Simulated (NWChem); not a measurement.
System: CH4OSi, singlet; SMILES C[Si]O

NWChem printed, in part:

```
             Northwest Computational Chemistry Package (NWChem) 7.3.0
             --------------------------------------------------------

 C1  symmetry detected

                             Geometry "geometry" -> ""
                             -------------------------

 Output coordinates in angstroms (scale by  1.889725989 to convert to a.u.)

  No.       Tag          Charge          X              Y              Z
 ---- ---------------- ---------- -------------- -------------- --------------
    1 Si                  14.0000     0.66918063     0.11712903     0.00065487
    2 C                    6.0000    -0.43454119    -1.44319018     0.00130362
    3 H                    1.0000    -0.24567287    -2.02725391    -0.92759377
    4 H                    1.0000    -1.51626468    -1.20672632     0.06757202
    5 H                    1.0000    -0.14817333    -2.11219640     0.84274218
    6 O                    8.0000    -0.57863732     1.27297922     0.00069321
    7 H                    1.0000    -0.22207222     2.18167751    -0.00525601

 Effective nuclear repulsion energy (a.u.)      98.6080424043

  perdew86 is a nonlocal functional; adding perdew81 local functional.

                                 NWChem DFT Module
                                 -----------------

 Summary of "ao basis" -> "ao basis" (spherical)
 ------------------------------------------------------------------------------
       Tag                 Description            Shells   Functions and Types
 ---------------- ------------------------------  ------  ---------------------
 Si                         def2-svp                 8       18   4s3p1d
 C                          def2-svp                 6       14   3s2p1d
 H                          def2-svp                 3        5   2s1p
 O                          def2-svp                 6       14   3s2p1d

            General Information
            -------------------
          SCF calculation type: DFT
          Wavefunction type:  closed shell.
          No. of atoms     :     7
          No. of electrons :    32
           Alpha electrons :    16
            Beta electrons :    16
          Charge           :     0
          Spin multiplicity:     1
          Use of symmetry is: off; symmetry adaption is: off
          Maximum number of iterations: 150
          AO basis - number of functions:    66
                     number of shells:    32
          Convergence on energy requested:  1.00D-06
          Convergence on density requested:  1.00D-05
          Convergence on gradient requested:  5.00D-04

              XC Information
              --------------
                    Becke 1988 Exchange Functional  1.000
                Perdew 1981 Correlation Functional  1.000 local
                Perdew 1986 Correlation Functional  1.000 non-local

             Grid Information
             ----------------
          Grid used for XC integration:  medium
          Radial quadrature: Mura-Knowles
          Angular quadrature: Lebedev.
          Tag              B.-S. Rad. Rad. Pts. Rad. Cut. Ang. Pts.
          ---              ---------- --------- --------- ---------
          Si                  1.10       88           8.0       590
          C                   0.70       49          10.0       434
          H                   0.35       45          11.0       434
          O                   0.60       49          10.0       434
          Grid pruning is: on
          Number of quadrature shells:   366
          Spatial weights used:  Erf1

      Superposition of Atomic Density Guess
      -------------------------------------

 Sum of atomic energies:        -403.05162477

      Non-variational initial energy
      ------------------------------

 Total energy =    -404.017502
 1-e energy   =    -751.477345
 2-e energy   =     248.851801
 HOMO         =      -0.225298
 LUMO         =      -0.032211

     ---------------------------------------------
      Total Density - Mulliken Population Analysis
     ---------------------------------------------

    Atom       Charge   Shell Charges
 -----------   ------   -------------------------------------------------------
    1 Si  14    13.26   2.00  1.99  1.20  0.67  5.93  0.72  0.60  0.15
    2 C    6     6.69   1.99  0.98  0.30  2.13  1.28  0.01
    3 H    1     0.86   0.64  0.19  0.03
    4 H    1     0.87   0.65  0.20  0.03
    5 H    1     0.86   0.64  0.19  0.03
    6 O    8     8.81   1.99  1.11  0.65  3.08  1.97  0.00
    7 H    1     0.65   0.52  0.08  0.06

   convergence    iter        energy       DeltaE   RMS-Dens  Diis-err
 ---------------- ----- ----------------- --------- --------- ---------
 d= 0,ls=0.0,diis     1   -405.0077770867 -5.04D+02  2.64D-02  5.74D-01
 d= 0,ls=0.0,diis     2   -404.5172548588  4.91D-01  2.02D-02  4.83D+00
 d= 0,ls=0.0,diis     3   -405.0688900294 -5.52D-01  5.18D-03  6.29D-02
 d= 0,ls=0.0,diis     4   -405.0726502748 -3.76D-03  2.38D-03  3.23D-02
 d= 0,ls=0.0,diis     5   -405.0772212506 -4.57D-03  3.14D-04  8.54D-04
  Resetting Diis
 d= 0,ls=0.0,diis     6   -405.0773273636 -1.06D-04  9.76D-05  1.21D-05
 d= 0,ls=0.0,diis     7   -405.0773291175 -1.75D-06  5.43D-05  1.13D-06
 d= 0,ls=0.0,diis     8   -405.0773283775  7.40D-07  2.76D-05  7.76D-06
 d= 0,ls=0.0,diis     9   -405.0773293353 -9.58D-07  7.48D-06  8.36D-08

         Total DFT energy =     -405.077329335307
      One electron energy =     -754.339148829692
           Coulomb energy =      287.031758040013
    Exchange-Corr. energy =      -36.377980949921
 Nuclear repulsion energy =       98.608042404292

 Numeric. integr. density =       32.000002712160

                       DFT Final Molecular Orbital Analysis
                       ------------------------------------

 Vector   14  Occ=2.000000D+00  E=-3.107972D-01
              MO Center= -2.4D-01, -1.6D-01,  3.5D-03, r^2= 2.7D+00
   Bfn.  Coefficient  Atom+Function         Bfn.  Coefficient  Atom+Function
  ----- ------------  ---------------      ----- ------------  ---------------
    51      0.368465  6 O  px                23     -0.307527  2 C  py
    54      0.249825  6 O  px                 9      0.238725  1 Si py
     3     -0.181312  1 Si s                 12      0.175433  1 Si py
    52     -0.156428  6 O  py                26     -0.146341  2 C  py
     6     -0.136491  1 Si py                43      0.126187  5 H  s

 Vector   15  Occ=2.000000D+00  E=-2.987539D-01
              MO Center= -4.5D-01,  1.0D+00, -3.8D-03, r^2= 1.3D+00
   Bfn.  Coefficient  Atom+Function         Bfn.  Coefficient  Atom+Function
  ----- ------------  ---------------      ----- ------------  ---------------
    53      0.581485  6 O  pz                56      0.427538  6 O  pz
    13      0.154681  1 Si pz                10      0.120825  1 Si pz
    24     -0.097920  2 C  pz                33      0.086392  3 H  s
    43     -0.076495  5 H  s                  7     -0.070181  1 Si pz
    34      0.063817  3 H  s                 44     -0.059609  5 H  s

 Vector   16  Occ=2.000000D+00  E=-1.896387D-01
              MO Center=  7.1D-01,  3.8D-02, -8.8D-04, r^2= 2.8D+00
   Bfn.  Coefficient  Atom+Function         Bfn.  Coefficient  Atom+Function
  ----- ------------  ---------------      ----- ------------  ---------------
     4      0.493150  1 Si s                  3      0.311643  1 Si s
     8      0.293592  1 Si px                11      0.264709  1 Si px
    21     -0.256783  2 C  s                 51     -0.246949  6 O  px
    23     -0.218383  2 C  py                 2      0.202615  1 Si s
    54     -0.191186  6 O  px                22     -0.176800  2 C  px

 Vector   17  Occ=0.000000D+00  E=-8.947056D-02
              MO Center=  6.0D-01,  1.4D-01,  1.4D-03, r^2= 2.7D+00
   Bfn.  Coefficient  Atom+Function         Bfn.  Coefficient  Atom+Function
  ----- ------------  ---------------      ----- ------------  ---------------
    13      0.716054  1 Si pz                10      0.419255  1 Si pz
    53     -0.260708  6 O  pz                56     -0.250187  6 O  pz
     7     -0.216874  1 Si pz                33      0.110309  3 H  s
    34      0.105782  3 H  s                 43     -0.100796  5 H  s
    44     -0.091923  5 H  s                 24     -0.067812  2 C  pz

 Vector   18  Occ=0.000000D+00  E=-1.528902D-04
              MO Center=  5.2D-01,  7.6D-01, -1.2D-03, r^2= 4.0D+00
   Bfn.  Coefficient  Atom+Function         Bfn.  Coefficient  Atom+Function
  ----- ------------  ---------------      ----- ------------  ---------------
    12      0.817339  1 Si py                50     -0.665360  6 O  s
    63      0.488213  7 H  s                 21      0.451471  2 C  s
    11     -0.277548  1 Si px                39     -0.278295  4 H  s
    54     -0.240542  6 O  px                51     -0.218382  6 O  px
     9      0.195723  1 Si py                49     -0.162760  6 O  s

 Vector   19  Occ=0.000000D+00  E= 4.440273D-02
              MO Center= -9.5D-02, -7.9D-01, -3.1D-02, r^2= 6.3D+00
   Bfn.  Coefficient  Atom+Function         Bfn.  Coefficient  Atom+Function
  ----- ------------  ---------------      ----- ------------  ---------------
    21      2.288754  2 C  s                 34     -0.877514  3 H  s
    44     -0.850001  5 H  s                  4     -0.760693  1 Si s
    12      0.654133  1 Si py                39     -0.565567  4 H  s
    11      0.544302  1 Si px                63     -0.484139  7 H  s
    50      0.412920  6 O  s                 20      0.235624  2 C  s

     ---------------------------------------------
      Total Density - Mulliken Population Analysis
     ---------------------------------------------

    Atom       Charge   Shell Charges
 -----------   ------   -------------------------------------------------------
    1 Si  14    13.72   2.00  1.98  1.24  0.63  5.92  1.00  0.75  0.20
    2 C    6     6.33   1.98  0.91  0.27  2.11  1.05  0.01
    3 H    1     0.93   0.72  0.19  0.02
    4 H    1     0.93   0.71  0.19  0.02
    5 H    1     0.93   0.72  0.19  0.02
    6 O    8     8.35   1.99  1.09  0.65  2.84  1.76  0.01
    7 H    1     0.81   0.67  0.06  0.07

     -------------------------------------------
      Total Density - Lowdin Population Analysis
     -------------------------------------------

    Atom       Charge   Shell Charges
 -----------   ------   -------------------------------------------------------
    1 Si  14    13.71   2.00  1.96  0.91  0.67  5.80  1.12  0.96  0.30
    2 C    6     6.31   1.96  0.61  0.35  1.89  1.45  0.04
    3 H    1     0.96   0.62  0.27  0.07
    4 H    1     0.96   0.62  0.27  0.07
    5 H    1     0.96   0.62  0.27  0.07
    6 O    8     8.19   1.97  0.91  0.62  2.68  2.00  0.01
    7 H    1     0.92   0.56  0.19  0.18

     Multipole analysis of the density
     ---------------------------------

     L   x y z        total         alpha         beta         nuclear
     -   - - -        -----         -----         ----         -------
     0   0 0 0     -0.000000    -16.000000    -16.000000     32.000000

     1   1 0 0     -0.035364     -0.017682     -0.017682     -0.000000
     1   0 1 0      0.212092      0.106046      0.106046      0.000000
     1   0 0 1     -0.006259     -0.003130     -0.003130      0.000000

     2   2 0 0    -22.534980    -33.607084    -33.607084     44.679188
     2   1 1 0      0.137651     -1.937350     -1.937350      4.012351
     2   1 0 1      0.017118      0.006327      0.006327      0.004465
     2   0 2 0    -15.948312    -80.180545    -80.180545    144.412777
     2   0 1 1      0.003146     -0.006049     -0.006049      0.015243
     2   0 0 2    -18.378318    -12.001833    -12.001833      5.625348
```

Level: BP86/def2-SVP. Low-valent species are run as closed-shell singlets; no triplet was tried in these runs. The geometry was optimised at PBE-D3(BJ)/def2-SVP.

Task: Which NWChem input produces such a log?

Result: One answer among several that fit: the input that was run:
```
start job
memory heap 200 mb stack 900 mb global 1100 mb
geometry units angstroms noautoz
  Si     0.623940     0.153242    -0.001465
  C     -0.425680    -1.443963     0.004225
  H     -0.219475    -2.022465    -0.924466
  H     -1.514682    -1.244599     0.073225
  H     -0.114247    -2.101635     0.845695
  O     -0.662734     1.265674     0.000620
  H     -0.337523     2.186043    -0.007464
end
basis spherical
  * library def2-svp
end
dft
  xc becke88 perdew86
  iterations 150
  mulliken
end
task dft energy
```
